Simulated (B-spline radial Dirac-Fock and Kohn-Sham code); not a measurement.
Z = 30 (zinc), transition energy 73.1 keV. Method: a Dirac-Hartree-Slater potential of the neutral atom with a Latter tail (no hole, which puts coefficients of high multipoles low close above an edge), finite nucleus with surface currents. Computed with an atomic code on a B-spline grid. Subshells that would emit electrons below 1 keV are left out.

Problem. A pure transition shows α(K) = 262, L1/L2 = 5.14 and L1/L3 = 1.50. What is its multipolarity?
A. E2
B. M3
C. E1
D. M2
E. E4
F. M1
G. M4
H. E3

Solution. G. For comparison, α(K), L1/L2, L1/L3 are E1 0.138, 22.0, 12.8; E2 1.86, 4.59, 3.03; E3 20.6, 1.20, 0.843; E4 219, 0.431, 0.312; M1 0.130, 22.6, 54.8; M2 1.75, 11.9, 11.4; M3 21.5, 7.36, 3.25.
